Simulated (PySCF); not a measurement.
# GaH₄⁻: fields on a plane

These are results of PBE0/[Ga def2-TZVPD, H def2-TZVPD], no relativity, density fitting, PySCF, not measurements.

The singlet minimum has Ga–H 1.625 Å (×4); H–Ga–H 109.5° (×6).

The plane holds Ga1 at (0.00, 0.00), H2 at (1.62, 0.00), H3 at (-0.54, 1.53) Å. Columns run from x = -2.55 to 4.05 Å, rows from y = 3.75 (top) to -1.95 Å, in steps of 0.3 Å. Other isomers or separated fragments may lie lower.

Task: Give the electron density (e/Å³) (cut at 5 e/Å³). Lower edges of the bins (e/Å³): '_' 0.000, '.' 0.030, ':' 0.076, '-' 0.151, '=' 0.268, '+' 0.455, '*' 0.750, '#' 1.218, '%' 1.960, '@' 3.136; top 5.00, each point printed twice.

Result: 
```
______________________________________________
______________________________________________
______________________________________________
______________________________________________
__________..........__________________________
________..::::--::....________________________
______..::--==++==::....______________________
______..::==**##++--::..______________________
______..::==**##++==--::......________________
______..::==++**++==--::::::......____________
______..::--==++****++==------::....__________
______..::--++%%@@@@%%++==++++==::..__________
______..::--**@@@@@@@@**++**##++--..__________
______..::--**@@@@@@@@**++**##++--..__________
______..::--++%%@@@@%%++==++++==::..__________
________..::--++****++--------::....__________
________..::::--------::::::......____________
__________..::::::::........__________________
____________........__________________________
______________________________________________
```

Task: Give the electrostatic potential (V) (cut at 20 V). Every second row and column.

Result: 
```
-3.3 -3.6 -3.8 -4.0 -4.0 -3.9 -3.7 -3.5 -3.3 -3.0 -2.8 -2.6
-3.7 -4.1 -4.6 -4.8 -4.9 -4.7 -4.3 -4.0 -3.7 -3.4 -3.1 -2.8
-4.1 -4.8 -5.3 -5.3 -5.5 -5.5 -5.0 -4.5 -4.1 -3.7 -3.4 -3.0
-4.5 -5.3 -5.2  2.1 -1.8 -5.8 -5.6 -5.2 -4.7 -4.2 -3.7 -3.2
-4.7 -5.5 -5.0 19.1  4.8 -4.0 -5.4 -5.8 -5.4 -4.7 -4.0 -3.5
-4.7 -5.3 -4.5  2.5 18.0 10.1 -2.5 -4.5 -5.4 -5.2 -4.4 -3.7
-4.7 -4.9 -2.5 18.3 20.0 20.0  4.4 20.0 -2.9 -5.3 -4.5 -3.8
-4.7 -5.0 -3.4 10.2 20.0 20.0  0.8  2.5 -4.4 -5.3 -4.5 -3.7
-4.7 -5.3 -5.2 -2.5  2.5  0.8 -4.1 -5.6 -5.6 -5.0 -4.2 -3.6
-4.5 -5.1 -5.6 -5.5 -4.8 -4.5 -5.0 -5.3 -5.0 -4.4 -3.9 -3.4
```

The lowest empty level of this anion is unbound, so it and the gap depend on the basis.
